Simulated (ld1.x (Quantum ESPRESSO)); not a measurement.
**Varying the RRKJ potential for silicon (Si)**

Base potential:

silicon (Si), norm-conserving RRKJ (Kleinman–Bylander form), made with ld1.x (Quantum ESPRESSO) 7.5 (LDA (PZ), scalar-relativistic). Core [He], reference 2s2 2p6 3s2 3p1.75 (charge +0.25). Waves: 2p (bound): rc 0.95 bohr; 3d channel at 0.45 Ry: rc 0.95 bohr; 2s (bound): rc 0.75 bohr. Local part: the s channel. Core correction: Bessel-smoothed model core inside 0.35 bohr.

Occupied shells without a wave of their own: 3p, 3s. They enter only through the test configuration that unscreens the potential, and ld1.x also counts them in the model core charge.

Cutoffs, loose and tight: the cutoffs (Ry, on a coarse ladder) from which the occupation-weighted sum of valence levels, in a spherical-Bessel basis at the reference potential, stays within 10 and 1 mRy of its value at 400 Ry. They do not see the model core or the augmentation charge, which bear on the density cutoff. Test errors are all-electron minus pseudo excitation energies from the reference, over the configurations 2s2 2p6 3s2 3p2; 2s2 2p6 3s2 3p1; 2s2 2p6 3s2 3p0; 2s1 2p6 3s2 3p2; 2s2 2p6 3s1 3p2; 2s2 2p6 3s2 3p1.5; 2s2 2p6 3s0 3p4 (two spin-polarised tests are not counted in the largest error). A dash means not determined; rows that change the core or the reference have their own tests.

With those shells counted twice in exchange and correlation these files are broken, and their errors move erratically; no question is asked of them.

| change | outcome | cutoff, loose | cutoff, tight | bound ghosts | largest test error (meV) |
| --- | --- | --- | --- | --- | --- |
| base | generated, misses its reference levels by 0.28 eV | 160 Ry | 300 Ry | none | -1044 |
| all radii but the core radius scaled by about 0.78 (s 0.58, p 0.74, d 0.74 bohr) | generated | over 300 Ry | over 300 Ry | none | -356 |
| all radii but the core radius scaled by about 0.84 (s 0.62, p 0.80, d 0.80 bohr) | generated | over 300 Ry | over 300 Ry | none | -452 |
| all radii but the core radius scaled by about 0.91 (s 0.68, p 0.86, d 0.86 bohr) | generated, misses its reference levels by 0.17 eV | 260 Ry | over 300 Ry | none | -667 |
| all radii but the core radius scaled by about 1.06 (s 0.80, p 1.00, d 1.00 bohr) | generated, misses its reference levels by 0.38 eV | 160 Ry | 260 Ry | none | -1353 |
| all radii but the core radius scaled by about 1.15 (s 0.86, p 1.10, d 1.10 bohr) | generated, misses its reference levels by 0.49 eV | 140 Ry | 200 Ry | none | -1827 |
| all radii but the core radius scaled by about 1.24 (s 0.92, p 1.18, d 1.18 bohr) | generated, misses its reference levels by 0.57 eV | 110 Ry | 160 Ry | none | -2336 |
| all radii but the core radius scaled by about 1.31 (s 0.98, p 1.24, d 1.24 bohr) | generated, misses its reference levels by 0.68 eV | 100 Ry | 160 Ry | none | -2835 |
| all radii but the core radius scaled by about 1.37 (s 1.02, p 1.30, d 1.30 bohr) | generated, misses its reference levels by 0.71 eV | 100 Ry | 140 Ry | none | -3248 |

Reading the sweep of the scale of all radii but the core radius (base = 1) (base included, trends over the rows without a ghost): The loose cutoff falls from 260 Ry at 0.91 to 100 Ry at 1.37. A larger radius leaves more room for a smooth pseudo-wave, so fewer plane waves are needed; a smaller one forces it to follow the all-electron wave where it bends sharply. The median size of the test errors (rows with all tests solved) rises from 167.9 meV at 0.78 to 1064.7 meV at 1.37, with one reversal. More of the atom is replaced by a form fitted at one configuration, so other configurations suffer as the radius grows.
